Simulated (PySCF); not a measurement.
Excitations are Tamm–Dancoff values on a coarser integration grid. The basis has no diffuse functions, so Rydberg states are missing or too high.

Z-matrix (Å, degrees):
```
C
N 1 1.2680
H 2 1.0175 1 121.75
H 2 1.0175 3 116.49 1 179.99
H 1 1.0862 2 119.70 3 180.00
H 1 1.0862 5 120.59 2 -180.00
```
Charge +1, spin multiplicity 1.

**Question.** Give the brightest of the four lowest singlets (TDA), T1 excitation (TDA) and hole reorganisation energy (four-point) at the level PySCF with TPSSh-D3(BJ)/def2-TZVP // PBE0-D3(BJ)/def2-TZVP.

**Answer.** 
```yaml
brightest of the four lowest singlets (TDA): 10.36 eV
T1 excitation (TDA): 5.68 eV
hole reorganisation energy (four-point): 1.687 eV
```
